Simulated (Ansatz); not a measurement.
`O[Si]S` + HBr → `S[Si]Br` + H₂O  (ligand exchange at the Si–O bond)

Gas-phase electronic energies from Ansatz, PBE0-D4/def2-TZVP geometries. CCSD(T)/CBS adds triple-zeta CCSD(T) − MP2 to the extrapolated MP2 energy (def2 sets, frozen cores). This one scheme is used for every species. DFT in def2-TZVPP. B3LYP here is the variant with VWN-RPA as its local correlation; programs differ in this. For Br outer-core shells are correlated without core-valence functions, which leaves a few kJ/mol of doubt a bond. Scalar relativity is left out up to krypton. Each species was taken in one conformer, which may not be the lowest.

| level | ΔE (kJ/mol) |
| --- | --- |
| B3LYP-D4 | -8.6 |
| CCSD(T)/def2-TZVPP | -5.8 |

Q: What does CCSD(T)/CBS give? (Best estimate.)

A: Computed: -14.2 kJ/mol. The listed levels differ from it by 5.6, 8.4 kJ/mol.

Largest T1 diagnostic among the species: 0.015.

At CCSD(T), def2-SVP lies +9.0 kJ/mol from the extrapolated value and def2-TZVPP +8.4 kJ/mol. In def2-TZVPP, CCSD(T) changes the Hartree–Fock value by −5.2 kJ/mol (the triples alone add −2.2 kJ/mol) and MP2 by −10.8 kJ/mol. Leaving LDA and LC-ωPBE aside and taking each functional with its dispersion term where it has one, the values, not all of them listed here, spread over 19.8 kJ/mol, from HSE06-D4 to CAM-B3LYP-D4. LDA lies +6.2 kJ/mol from PBE without D4.
